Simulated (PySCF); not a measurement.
These 2 structures share the formula C6H12BP. Theory: PySCF 2.14.0, PBE0-D3(BJ)/def2-SVP geometry optimisation, gas phase. Energies are electronic, without zero-point or thermal terms, for one conformer each. No frequencies were run at this level. Point groups hold within 0.08 Å.

Problem. Order them by energy at this level, lowest first, and give relative energies in kcal/mol.
A. `C1C=C[P+](C)(C=C1)[BH3-]`
B. `[BH3-:1][P+:2]1([C:3]#[C:4][CH3:5])[CH2:6][CH2:7][CH2:8]1` with B1–P2–C6–C7 137°, P2–C6–C7–C8 -19°, C6–C7–C8–P2 19°, B1–P2–C8–C7 -137°

Solution. A (0.0), B (33.0).

As drawn, the higher has a four-membered ring, which the lower lacks.

```json
{"SMILES": "[BH3-][P+]1(C)C=CCC=C1", "E (Eh)": "-601.30526", "E rel (kcal/mol)": "0.0", "dipole (D)": "6.05", "point group": "Cs", "A, B, C (MHz)": "2696, 1352, 1239"}
{"SMILES": "[BH3-][P+]1(C#CC)CCC1", "E (Eh)": "-601.25260", "E rel (kcal/mol)": "33.0", "dipole (D)": "5.66", "point group": "–", "A, B, C (MHz)": "2483, 1079, 880.5"}
```

Problem. How do the relative energies change in single points at PBE0/pcSseg-1 (no added dispersion term) on the same geometries?

Solution. 
```tsv
SMILES	PBE0-D3(BJ)/def2-SVP (kcal/mol)	PBE0/pcSseg-1 (kcal/mol)	shift
[BH3-][P+]1(C)C=CCC=C1	0.0	0.0	0.0
[BH3-][P+]1(C#CC)CCC1	33.0	31.5	-1.5
```

Each column counts from its own lowest isomer. The order is unchanged; the largest shift is 1.5 kcal/mol.
